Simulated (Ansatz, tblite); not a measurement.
Forces on (F2Al-mu-F)3 (Al3F9) at its PBE0-D4/def2-SVP geometry. The state is a singlet with charge 0.

The xTB rows come from tblite.

GFN1-xTB (tblite), largest force 0.58 eV/Å:

```xyz
12
positions Å, forces eV/Å
Al   -0.882    0.760    1.605    0.258   -0.224   -0.474
F    -2.526    0.764    1.638    0.515    0.060    0.118
F     0.098    1.333    2.795   -0.420   -0.142   -0.293
F    -0.346    1.459    0.046    0.008   -0.013    0.002
Al    0.436    1.172   -1.539   -0.130   -0.345    0.453
F    -0.701    1.334   -2.715    0.440    0.036    0.295
F     1.911    1.900   -1.529   -0.488   -0.164   -0.128
F     0.668   -0.575   -1.214   -0.007    0.006    0.012
Al    0.445   -1.931   -0.067   -0.131    0.569    0.020
F     1.923   -2.385    0.494   -0.490    0.005   -0.205
F    -0.697   -2.945   -0.678    0.442    0.204    0.212
F    -0.330   -0.886    1.165    0.003    0.009   -0.011
```

GFN2-xTB (tblite), largest force 0.64 eV/Å:

```
Al -0.238 0.205 0.433
F 0.609 -0.075 -0.166
F -0.227 -0.256 -0.534
F 0.075 -0.301 -0.008
Al 0.118 0.316 -0.415
F 0.320 -0.165 0.524
F -0.512 -0.345 0.145
F -0.139 0.119 0.251
Al 0.120 -0.521 -0.017
F -0.514 0.331 -0.172
F 0.320 0.510 0.201
F 0.068 0.183 -0.241
```

PBE-D4/def2-TZVP (Ansatz), largest force 0.22 eV/Å:

```
Al 0.031 -0.027 -0.057
F -0.042 0.011 0.024
F 0.005 0.022 0.046
F -0.051 0.215 0.007
Al -0.016 -0.042 0.054
F -0.014 0.020 -0.044
F 0.034 0.031 -0.023
F 0.099 -0.085 -0.179
Al -0.016 0.069 0.002
F 0.033 -0.037 0.009
F -0.014 -0.048 -0.012
F -0.048 -0.131 0.172
```
